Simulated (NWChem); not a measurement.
System meant: Si2NH7S; SMILES N[SiH2]S[SiH3]

NWChem input:

```
start job
memory heap 200 mb stack 900 mb global 1100 mb
geometry units angstroms noautoz
  Si    -0.298803    -2.114694     0.006496
  S      1.010327    -0.399677     0.003484
  Si    -0.508236     1.177712    -0.008940
  N      0.174967     2.772102    -0.007238
  H     -1.174563    -2.145729    -1.217935
  H     -1.191134    -2.128157     1.219220
  H      0.586091    -3.326729     0.020958
  H     -1.341093     1.029132    -1.250396
  H     -1.357269     1.030128     1.221669
  H      0.676764     3.080542     0.830292
  H      0.674395     3.081977    -0.845520
end
basis spherical
  Si library def2-svp
  S library def2-svp
  N library def2-svp
  H library def2-svp
end
dft
  xc xpbe96 cpbe96
  iterations 4
  mulliken
end
task dft energy
```

End of the output:

```
    Atom       Charge   Shell Charges
 -----------   ------   -------------------------------------------------------
    1 Si  14    13.73   2.00  1.93  0.71  0.37  5.81  1.31  1.31  0.29
    2 S   16    16.12   2.00  1.95  1.01  0.69  5.81  1.91  2.70  0.05
    3 Si  14    13.66   2.00  1.93  0.68  0.35  5.81  1.28  1.16  0.45
    4 N    7     7.22   1.97  0.72  0.45  2.24  1.82  0.02
    5 H    1     1.09   0.64  0.42  0.03
    6 H    1     1.09   0.64  0.42  0.03
    7 H    1     1.07   0.63  0.42  0.02
    8 H    1     1.09   0.64  0.42  0.02
    9 H    1     1.09   0.64  0.42  0.02
   10 H    1     0.92   0.59  0.21  0.12
   11 H    1     0.92   0.59  0.21  0.12

 center of mass
 --------------
 x =   0.05983155 y =  -0.00905048 z =  -0.00001096

 moments of inertia (a.u.)
 ------------------
        1163.289201075485           0.000000000000          -0.000000000000
           0.000000000000         204.567877596559           0.000000000000
          -0.000000000000           0.000000000000        1314.374341466888

     Multipole analysis of the density
     ---------------------------------

     L   x y z        total         alpha         beta         nuclear
     -   - - -        -----         -----         ----         -------
     0   0 0 0     -0.000000    -29.000000    -29.000000     58.000000

     1   1 0 0      0.143548      0.071774      0.071774     -0.000000
     1   0 1 0      0.458897      0.229449      0.229449     -0.000000
     1   0 0 1     -0.000845     -0.000423     -0.000423      0.000000

     2   2 0 0    -37.533924    -70.489750    -70.489750    103.445577
     2   1 1 0      3.583030     -2.238325     -2.238325      8.059679
     2   1 0 1      0.014125     -0.004316     -0.004316      0.022757
     2   0 2 0    -32.828323   -337.218544   -337.218544    641.608765
     2   0 1 1     -0.019826      0.009750      0.009750     -0.039325
     2   0 0 2    -36.340255    -31.436757    -31.436757     26.533260

 ------------------------------------------------------------------------
 dft energy failed                                                                                  0
 ------------------------------------------------------------------------
 ------------------------------------------------------------------------
  current input line :
    27: task dft energy
 ------------------------------------------------------------------------
 ------------------------------------------------------------------------
 This type of error is most commonly associated with calculations not reaching convergence criteria
 ------------------------------------------------------------------------
 For more information see the NWChem manual at https://nwchemgit.github.io

0:dft energy failed:Received an Error in Communication
```

Task: Find the fault in this run and fix the input.

Result: Convergence was not reached. Cause: the SCF was allowed too few iterations. This input runs:
```
start job
memory heap 200 mb stack 900 mb global 1100 mb
geometry units angstroms noautoz
  Si    -0.298803    -2.114694     0.006496
  S      1.010327    -0.399677     0.003484
  Si    -0.508236     1.177712    -0.008940
  N      0.174967     2.772102    -0.007238
  H     -1.174563    -2.145729    -1.217935
  H     -1.191134    -2.128157     1.219220
  H      0.586091    -3.326729     0.020958
  H     -1.341093     1.029132    -1.250396
  H     -1.357269     1.030128     1.221669
  H      0.676764     3.080542     0.830292
  H      0.674395     3.081977    -0.845520
end
basis spherical
  * library def2-svp
end
dft
  xc xpbe96 cpbe96
  iterations 150
  mulliken
end
task dft energy
```
It converges to -1035.29978 Ha (PBE/def2-SVP).
